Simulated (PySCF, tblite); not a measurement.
Isomers of C7H10F2O2. Computed with GFN2-xTB (tblite): harmonic, unscaled wavenumbers at the GFN2-xTB geometry, gas phase. The method is semi-empirical: single wavenumbers can be off by several per cent or more. One conformer each.

Electronic energies: PBE0/pcSseg-1 single points on the GFN2-xTB geometries (PySCF, gas phase).

```json
{"SMILES": "FC(F)O[C@@H]1CC[C@H]2O[C@H]2C1", "electronic energy, lowest = 0 (kJ/mol)": "37.6"}
{"SMILES": "C=CCOC(=O)[C@H](C)C(F)F", "electronic energy, lowest = 0 (kJ/mol)": "0.0"}
{"SMILES": "C[C@@]12C[C@H](OC(F)F)C[C@@H]1O2", "electronic energy, lowest = 0 (kJ/mol)": "40.8"}
{"SMILES": "C=CC[C@@H]1OC[C@@H]1OC(F)F", "electronic energy, lowest = 0 (kJ/mol)": "137.3"}
{"SMILES": "CCO[C@@H]1C=C(C(F)F)OC1", "electronic energy, lowest = 0 (kJ/mol)": "95.4"}
{"SMILES": "CO[C@@H]1[C@@H](F)CCC(=O)[C@@H]1F", "electronic energy, lowest = 0 (kJ/mol)": "22.6"}
```

Question: How do GFN2-xTB zero-point energies change the relative energies?

Answer: 
| SMILES | ZPE (kJ/mol) | of it from modes above 1550 cm⁻¹ | electronic (kJ/mol) | with ZPE, lowest = 0 (kJ/mol) | lowest mode (cm⁻¹) | rings |
| --- | --- | --- | --- | --- | --- | --- |
| C=CCOC(=O)[C@H](C)C(F)F | 418.3 | 201.6 | 0.0 | 0.0 | 8i | 0 |
| CO[C@@H]1[C@@H](F)CCC(=O)[C@@H]1F | 426.8 | 188.1 | 22.6 | 31.1 | 50 | 1 |
| FC(F)O[C@@H]1CC[C@H]2O[C@H]2C1 | 432.2 | 177.3 | 37.6 | 51.5 | 37 | 2 |
| C[C@@]12C[C@H](OC(F)F)C[C@@H]1O2 | 427.7 | 178.7 | 40.8 | 50.3 | 32 | 2 |
| CCO[C@@H]1C=C(C(F)F)OC1 | 422.9 | 188.1 | 95.4 | 99.9 | 18 | 1 |
| C=CC[C@@H]1OC[C@@H]1OC(F)F | 422.4 | 189.6 | 137.3 | 141.4 | 29 | 1 |

The zero-point energies span 13.9 kJ/mol, from `C=CCOC(=O)[C@H](C)C(F)F` to `FC(F)O[C@@H]1CC[C@H]2O[C@H]2C1`. Slightly imaginary modes are left out of the zero-point energy: `C=CCOC(=O)[C@H](C)C(F)F` 7.6i cm⁻¹. The lowest isomer stays, but the order above it changes.

Question: And how do the electronic energies of GFN2-xTB itself compare?

Answer: `C=CCOC(=O)[C@H](C)C(F)F` 54.0; `CO[C@@H]1[C@@H](F)CCC(=O)[C@@H]1F` 26.9; `FC(F)O[C@@H]1CC[C@H]2O[C@H]2C1` 0.0; `C[C@@]12C[C@H](OC(F)F)C[C@@H]1O2` 5.9; `CCO[C@@H]1C=C(C(F)F)OC1` 66.1; `C=CC[C@@H]1OC[C@@H]1OC(F)F` 124.3 kJ/mol, lowest = 0. Against the energies above, taken from the same isomer `C=CCOC(=O)[C@H](C)C(F)F`, the largest difference is 91.6 kJ/mol.

Question: What do entropy and thermal enthalpy add at 298.15 K and 1 bar (rigid rotor, harmonic oscillator, one conformer each)?

Answer: 
| SMILES | point group | symmetry number | S (J/(mol K)) | H − H(0) (kJ/mol) | ZPE + H − H(0) − TS (kJ/mol) |
| --- | --- | --- | --- | --- | --- |
| CO[C@@H]1[C@@H](F)CCC(=O)[C@@H]1F | C1 | 1 | 427.4 | 30.88 | 330.2 |
| FC(F)O[C@@H]1CC[C@H]2O[C@H]2C1 | C1 | 1 | 419.8 | 28.59 | 335.7 |
| C[C@@]12C[C@H](OC(F)F)C[C@@H]1O2 | C1 | 1 | 434.0 | 30.19 | 328.5 |
| C=CC[C@@H]1OC[C@@H]1OC(F)F | C1 | 1 | 454.9 | 32.22 | 319.0 |

Not tabulated: `C=CCOC(=O)[C@H](C)C(F)F` (lowest mode only 8i cm⁻¹); `CCO[C@@H]1C=C(C(F)F)OC1` (lowest mode only 18 cm⁻¹).
